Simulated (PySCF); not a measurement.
Structure with atom numbers: `[CH3:1][C:2](=[O:3])[O:4][C:5]([CH3:6])([CH3:7])[CH3:8]`. Hydrogens are named by the atom that carries them.

GIAO PBE0/pcSseg-1 shifts (PySCF, gas phase, non-relativistic, equivalent atoms averaged), each against references optimised in the same way as the molecule (TMS, H2O).

On the GFN2-xTB geometry: C2 176.1, C5 80.6, C6/C7/C8 28.8, C1 25.0, O3 443.1, O4 253.2, H(C1) 2.06, H(C6)/H(C7)/H(C8) 1.52 ppm.

What changes on the PBE0-D3(BJ)/def2-SVP geometry?

## Answers


| atoms | δ (ppm) | change |
| --- | --- | --- |
| C2 | 174.0 | -2.1 |
| C5 | 78.0 | -2.6 |
| C6/C7/C8 | 28.3 | -0.5 |
| C1 | 23.3 | -1.7 |
| O3 | 444.3 | +1.2 |
| O4 | 256.6 | +3.4 |
| H(C1) | 1.94 | -0.12 |
| H(C6)/H(C7)/H(C8) | 1.43 | -0.09 |

Bonds between heavy atoms that differ most (equivalent bonds averaged): C1–C2 1.511 → 1.505 Å, C5–C6 1.528 → 1.523 Å, C2–O4 1.329 → 1.335 Å, O4–C5 1.452 → 1.455 Å. Mean change of bonds to hydrogen: C–H +0.012 Å.
